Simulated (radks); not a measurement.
Polarisabilities and homonuclear dispersion coefficients (atomic units). All-electron calculation, non-relativistic Kohn-Sham, LB94 model potential, spin-unpolarised, spherical densities, point nucleus. Program: a radial shooting solver on a logarithmic mesh with Libxc functionals. Response by self-consistent Sternheimer equations with the Hartree and adiabatic LDA kernel. "Uncoupled" leaves out the induced potential. Quadrupole and octupole values are given only where no p, d or f shell is open. The Sternheimer factor gamma scales a distant field gradient at the nucleus by 1 - gamma.

S: configuration [Ne] 3s2 3p4; alpha1 (bohr^3) 20.04; alpha1, uncoupled 30.59; C6 137.2; recommended alpha1 19.4 +/- 0.1
S+: configuration [Ne] 3s2 3p3; alpha1 (bohr^3) 11.21; alpha1, uncoupled 18.02; C6 55.58
S2+: configuration [Ne] 3s2 3p2; alpha1 (bohr^3) 7.280; alpha1, uncoupled 12.18; C6 26.23
S3+: configuration [Ne] 3s2 3p1; alpha1 (bohr^3) 5.196; alpha1, uncoupled 8.875; C6 13.51
S4+: configuration [Ne] 3s2; alpha1 (bohr^3) 4.011; alpha1, uncoupled 6.763; alpha2 (bohr^5) 5.932; alpha3 (bohr^7) 14.15; C6 7.490; C8 72.97; Sternheimer gamma -0.629
S5+: configuration [Ne] 3s1; alpha1 (bohr^3) 2.324; alpha1, uncoupled 2.964; alpha2 (bohr^5) 2.362; alpha3 (bohr^7) 4.535; C6 2.332; C8 16.40; Sternheimer gamma -1.06
S6+: configuration [Ne]; alpha1 (bohr^3) 0.07513; alpha1, uncoupled 0.08301; alpha2 (bohr^5) 0.03205; alpha3 (bohr^7) 0.02168; C6 0.03845; C8 0.08510; Sternheimer gamma -1.40

Recommended values: Schwerdtfeger and Nagle, table of static dipole polarisabilities (2023 update), measured or computed.

Beside tabulated values, note that spin-unpolarised runs miss the spin-polarisation part of the exchange energy of open shells.
